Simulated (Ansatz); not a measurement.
Ansatz (a quantum-chemistry and plane-wave program) input for VO₂F, SMILES [O]=[V](=[O])[F], multiplicity 1, B3LYP-D3(BJ)/def2-SVP. 

Ansatz 0.2 input:
```yaml
crystal:
  periodic: [false, false, false]
  atoms:
    - {symbol: V, position_ang: [-0.07204698, 0.29402814, 0.00000000]}
    - {symbol: O, position_ang: [-0.73710521, -0.29670525, 1.24139064]}
    - {symbol: O, position_ang: [-0.73710523, -0.29670525, -1.24139064]}
    - {symbol: F, position_ang: [1.49452934, -0.22392925, -0.00000001]}
basis:
  gaussian:
    orbitals: def2-SVP
hamiltonian:
  xc: b3lyp
  dispersion: d3bj
relax: {f_tol: 0.002, max_steps: 200}
```

It prints:

```
WARN ansatz: RAYON_NUM_THREADS=1 ignored (pool sized by the plan → 1); use --threads N
Functional definition: B3LYP
integrals: 0.03 GiB planned
803 factors; integrals over basis functions are off by at most 1.0e-4 eV
mean field: 0.25 GiB planned
mean field evaluation 1: about -32472.8293 eV, gradient 1.1e2 eV
mean field evaluation 2: about -31982.9132 eV, gradient 4.6e2 eV
mean field evaluation 4: about -32489.7645 eV, gradient 3.8e1 eV
mean field evaluation 8: about -32492.0743 eV, gradient 1.2e0 eV
mean field evaluation 16: about -32492.1121 eV, gradient 4.7e-4 eV
mean field -32492.11205913 eV, -1194.0630942284 hartree, gradient 1.4e-5 eV, S^2 0.000000; 0 other end points of the search recorded, 0 dependent functions left out
the calculation of the forces begins
reference -32492.11234718 eV, -1194.0631048140 hartree; 24, 24 occupied and 49, 49 virtual orbitals, 803 factors
relax step   1: F+E_penalty+E_count = -32492.22210362 eV  Δ(F+E_penalty+E_count) = +0.000e0 eV  max|allowed force component| = 3.775e0 eV/Å  Δτ_max = 0.0000 Å  (33 SCF iters, accepted)
these checks for a lower state are left out or cut short: starts, cluster_reference, orbital_swaps, neighbouring_geometries, increment
integrals: 0.03 GiB planned
803 factors; integrals over basis functions are off by at most 1.0e-4 eV
mean field: 0.25 GiB planned
mean field -32492.43799846 eV, -1194.0750722780 hartree, gradient 2.3e-5 eV, S^2 0.000000; 0 other end points of the search recorded, 0 dependent functions left out
the calculation of the forces begins
reference -32492.43828875 eV, -1194.0750829458 hartree; 24, 24 occupied and 49, 49 virtual orbitals, 803 factors
relax step   2: F+E_penalty+E_count = -32492.54702130 eV  Δ(F+E_penalty+E_count) = -3.249e-1 eV  max|allowed force component| = 1.472e0 eV/Å  Δτ_max = 0.0701 Å  (36 SCF iters, accepted)
these checks for a lower state are left out or cut short: starts, cluster_reference, orbital_swaps, neighbouring_geometries, increment
integrals: 0.03 GiB planned
803 factors; integrals over basis functions are off by at most 1.2e-4 eV
mean field: 0.25 GiB planned
mean field evaluation 32: about -32492.5455 eV, gradient 2.0e-1 eV
mean field -32492.54559675 eV, -1194.0790264421 hartree, gradient 1.3e-5 eV, S^2 0.000000; 0 other end points of the search recorded, 0 dependent functions left out
the calculation of the forces begins
reference -32492.54588986 eV, -1194.0790372138 hartree; 24, 24 occupied and 49, 49 virtual orbitals, 803 factors
relax step   3: F+E_penalty+E_count = -32492.65327848 eV  Δ(F+E_penalty+E_count) = -1.063e-1 eV  max|allowed force component| = 6.367e-1 eV/Å  Δτ_max = 0.0904 Å  (43 SCF iters, accepted)
these checks for a lower state are left out or cut short: starts, cluster_reference, orbital_swaps, neighbouring_geometries, increment
integrals: 0.03 GiB planned
803 factors; integrals over basis functions are off by at most 1.1e-4 eV
mean field: 0.25 GiB planned
mean field -32492.52269280 eV, -1194.0781847373 hartree, gradient 1.8e-5 eV, S^2 0.000000; 0 other end points of the search recorded, 0 dependent functions left out
the calculation of the forces begins
reference -32492.52298772 eV, -1194.0781955756 hartree; 24, 24 occupied and 49, 49 virtual orbitals, 803 factors
relax step   4: F+E_penalty+E_count = -32492.62957827 eV  Δ(F+E_penalty+E_count) = +2.370e-2 eV  max|allowed force component| = 9.983e-1 eV/Å  Δτ_max = 0.2000 Å  (40 SCF iters, rejected (line search))
these checks for a lower state are left out or cut short: starts, cluster_reference, orbital_swaps, neighbouring_geometries, increment
integrals: 0.03 GiB planned
803 factors; integrals over basis functions are off by at most 1.2e-4 eV
mean field: 0.25 GiB planned
mean field -32492.56294819 eV, -1194.0796640956 hartree, gradient 2.2e-5 eV, S^2 0.000000; 0 other end points of the search recorded, 0 dependent functions left out
the calculation of the forces begins
reference -32492.56324314 eV, -1194.0796749351 hartree; 24, 24 occupied and 49, 49 virtual orbitals, 803 factors
relax step   5: F+E_penalty+E_count = -32492.66990602 eV  Δ(F+E_penalty+E_count) = -1.663e-2 eV  max|allowed force component| = 3.552e-1 eV/Å  Δτ_max = 0.0976 Å  (42 SCF iters, accepted)
these checks for a lower state are left out or cut short: starts, cluster_reference, orbital_swaps, neighbouring_geometries, increment
integrals: 0.03 GiB planned
803 factors; integrals over basis functions are off by at most 1.2e-4 eV
mean field: 0.25 GiB planned
mean field -32492.56650473 eV, -1194.0797947963 hartree, gradient 2.3e-5 eV, S^2 0.000000; 0 other end points of the search recorded, 0 dependent functions left out
the calculation of the forces begins
reference -32492.56679913 eV, -1194.0798056151 hartree; 24, 24 occupied and 49, 49 virtual orbitals, 803 factors
relax step   6: F+E_penalty+E_count = -32492.67376248 eV  Δ(F+E_penalty+E_count) = -3.856e-3 eV  max|allowed force component| = 2.219e-2 eV/Å  Δτ_max = 0.0272 Å  (36 SCF iters, accepted)
these checks for a lower state are left out or cut short: starts, cluster_reference, orbital_swaps, neighbouring_geometries, increment
integrals: 0.03 GiB planned
803 factors; integrals over basis functions are off by at most 1.2e-4 eV
mean field: 0.25 GiB planned
mean field evaluation 64: about -32492.5278 eV, gradient 3.0e-1 eV
mean field -32492.56645618 eV, -1194.0797930120 hartree, gradient 2.0e-5 eV, S^2 0.000000; 0 other end points of the search recorded, 0 dependent functions left out
the calculation of the forces begins
reference -32492.56675057 eV, -1194.0798038308 hartree; 24, 24 occupied and 49, 49 virtual orbitals, 803 factors
relax step   7: F+E_penalty+E_count = -32492.67372464 eV  Δ(F+E_penalty+E_count) = +3.785e-5 eV  max|allowed force component| = 5.882e-2 eV/Å  Δτ_max = 0.0017 Å  (27 SCF iters, rejected (line search))
these checks for a lower state are left out or cut short: starts, cluster_reference, orbital_swaps, neighbouring_geometries, increment
integrals: 0.03 GiB planned
803 factors; integrals over basis functions are off by at most 1.2e-4 eV
mean field: 0.25 GiB planned
mean field -32492.56651773 eV, -1194.0797952741 hartree, gradient 1.3e-5 eV, S^2 0.000000; 0 other end points of the search recorded, 0 dependent functions left out
the calculation of the forces begins
reference -32492.56681213 eV, -1194.0798060930 hartree; 24, 24 occupied and 49, 49 virtual orbitals, 803 factors
relax step   8: F+E_penalty+E_count = -32492.67377789 eV  Δ(F+E_penalty+E_count) = -1.541e-5 eV  max|allowed force component| = 6.595e-4 eV/Å  Δτ_max = 0.0009 Å  (27 SCF iters, accepted)
integrals: 0.03 GiB planned
803 factors; integrals over basis functions are off by at most 1.2e-4 eV
mean field: 0.25 GiB planned
mean field evaluation 96: about -32492.5665 eV, gradient 5.9e-4 eV
mean field -32492.56651773 eV, -1194.0797952741 hartree, gradient 1.3e-5 eV, S^2 0.000000; 1 other end points of the search recorded, 0 dependent functions left out
the calculation of the forces begins
reference -32492.56681213 eV, -1194.0798060930 hartree; 24, 24 occupied and 49, 49 virtual orbitals, 803 factors
Total energy: -32492.67407229 eV, -1194.0837478310 hartree
Atom 0 at    -0.037219     0.137990    -0.000000 Å, force     0.000237     0.000549    -0.000000 eV/Å
Atom 1 at    -0.849287    -0.249553     1.289265 Å, force    -0.000154    -0.000206     0.000659 eV/Å
Atom 2 at    -0.849287    -0.249553    -1.289265 Å, force    -0.000154    -0.000206    -0.000659 eV/Å
Atom 3 at     1.684064    -0.162195    -0.000000 Å, force     0.000071    -0.000137    -0.000000 eV/Å
Dipole moment:     0.090313     0.614410    -0.000000 e Å
```

The calculation finished and met its thresholds.
